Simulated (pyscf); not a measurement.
PySCF, gas phase, ωB97X-D3(BJ)/def2-SVP geometries.

Question: For O=Ru(=O)(=O)=O + silanol (HO–SiH₃) → O=Ru(=O)(=O)(OH)–O–SiH₃, an addition across a multiple bond or ene-type step (singlet surface; H–O broken, O–Ru, H–O formed), PBE/def2-TZVP gives ΔE‡ = 1.14 eV and ΔE = +0.85 eV (zero: the separated reactants). In which direction and how far do B3LYP-D3(BJ)/def2-TZVP, M06-2X/def2-TZVP, ωB97M-D3(BJ)/def2-TZVP move these?

Answer: B3LYP-D3(BJ): ΔE‡ = 1.20 eV, ΔE = +0.82 eV; M06-2X: ΔE‡ = 1.31 eV, ΔE = +0.95 eV; ωB97M-D3(BJ): ΔE‡ = 1.35 eV, ΔE = +0.99 eV. PBE's barrier lies under all of them, by 0.06 to 0.21 eV. Its reaction energy lies among theirs. On the reactant side the descent ends in a complex (not fully relaxed), 0.22 eV under the separated species and 1.48 eV under the saddle at ωB97X-D3(BJ)/def2-TZVP. On the product side the descent ends in a point that may be a rotor saddle (no frequency run), 0.05 eV over the lowest minimum found and 0.33 eV under the saddle at ωB97X-D3(BJ)/def2-TZVP. At ωB97X-D3(BJ)/def2-TZVP the barrier from the zero used here is 1.27 eV. This is the saddle that the search found; another between the same sides may lie lower. 2 of the closed-shell references are unstable towards spin polarisation; treat their single-reference values with care. Elements past Kr carry the def2 core potentials, without spin-orbit coupling.
